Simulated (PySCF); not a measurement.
AlGeH₃NO (calculated)

All values are calculated (PySCF 2.14.0). Calculation on a computer-drawn molecule: the log of a Hartree-Fock and frozen-core CCSD(T) single point meant for a local Hartree-Fock minimum, with one planted fault or none, to be diagnosed. Offsets are logged minus clean, where the clean run is the same molecule without the fault. The reference is restricted for singlets and unrestricted otherwise, and also for a bond in bohr or an excited solution. Adding or removing an electron swaps singlet and doublet. The excited solution moves the top pair (singlet) or top alpha electron (doublet) to the lowest empty orbital. Highest occupied and lowest empty are orbital energies over both spins, largest force is the largest gradient component, triples share is (T) over the correlation energy, the T1 limit is 0.02 restricted and 0.045 unrestricted, electrons count all cores, a negative frequency is imaginary (commonest isotopes), and the dipole is about the centre of nuclear charge; on germanium a core potential holds 10 electrons, which the energies leave out, and 3d is frozen in MP2 and coupled-cluster steps.

AlGeH₃NO

Logged structure:
```xyz
7
AlGeH3NO
O      4.0325    -0.4818    -0.5179
Al     2.4032    -0.4482    -0.2666
N      0.7207    -0.4136    -0.0063
Ge    -0.9977    -0.3772     0.2602
H      4.9899    -0.5012    -0.6679
H     -1.9942    -0.7948    -0.8657
H     -1.5881     0.0739     1.6326
```

- meant charge: 1
- meant multiplicity: 1
- meant basis: cc-pV(D+d)Z
- meant basis and core potential on germanium: cc-pVDZ-PP ECP10MDF
- logged electrons: 62
- logged basis functions: 89
- logged SCF converged: yes
- logged spin squared: 0
- logged highest occupied: -15.011 eV
- logged lowest empty: -3.6882 eV
- logged largest force: 0.031514 hartree/bohr
- logged T1 diagnostic: 0.020431
- logged D1 diagnostic: 0.062159
- logged triples share: 0.030465
- logged CC converged: yes
- logged dipole magnitude: 2.2031 debye
- logged SCF stable within its kind: yes
- logged energy HF: -666.14953 hartree
- logged energy CCSD(T): -666.67283 hartree
- possible faults: no fault, one electron removed, one electron added, multiplicity raised by two, geometry at a saddle point, SCF held on an excited solution, minimal basis STO-3G, one bond length entered in bohr, all coordinates scaled
- planted fault: all coordinates scaled, by +3.1 %
- HF energy offset from clean run: 5.324 kcal/mol
- CCSD(T) energy offset from clean run: 0.2323 kcal/mol

Drawn bonds:
| atom | other atom | order |
| --- | --- | --- |
| 1 | 2 | 1 |
| 2 | 3 | 2 |
| 3 | 4 | 1 |
| 1 | 5 | 1 |
| 4 | 6 | 1 |
| 4 | 7 | 1 |

Notes: T1 above single-reference limit.
